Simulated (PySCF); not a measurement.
C4H2BrF, SMILES C#C/C=C(\F)Br.

Coordinates come from a PBE-D3(BJ)/def2-SVP optimisation. The structure was generated by enumeration; whether it is a known compound was not checked.

Computed with TDDFT-PBE/def2-SVPD (PySCF).

Vertical excitations. The molecule is in vacuum. State labels are in the subgroup Cs.

Computed excitation energies, oscillator strengths and character:
```
state  symmetry  energy (eV)  λ (nm)      f                              main pairs
-----  --------  -----------  ------  -----  --------------------------------------
S1           A"         4.46     278  0.000                        HOMO→LUMO+1 99 %
S2           A"         4.85     255  0.000                        HOMO−1→LUMO 99 %
S3           A'         4.89     254  0.326      HOMO→LUMO 81 %, HOMO−1→LUMO+1 14 %
S4           A"         5.52     225  0.000                        HOMO−2→LUMO 99 %
S5           A"         5.59     222  0.001                        HOMO→LUMO+2 99 %
S6           A'         5.61     221  0.211                      HOMO−1→LUMO+1 80 %
S7           A'         6.04     205  0.001                        HOMO−3→LUMO 88 %
S8           A"         6.21     200  0.005                        HOMO→LUMO+3 98 %
S9           A'         6.42     193  0.000                      HOMO−2→LUMO+1 98 %
S10          A"         6.44     193  0.000                      HOMO−3→LUMO+1 95 %
T1           A'         3.09     402      0                          HOMO→LUMO 98 %
T2           A"         4.11     302      0                        HOMO→LUMO+1 97 %
T3           A"         4.58     271      0                        HOMO−1→LUMO 92 %
T4           A'         5.04     246      0  HOMO−1→LUMO+1 70 %, HOMO−1→LUMO+2 16 %
```
Triplets are in the Tamm–Dancoff approximation, which puts them higher than full response would, so one can lie above its singlet here.
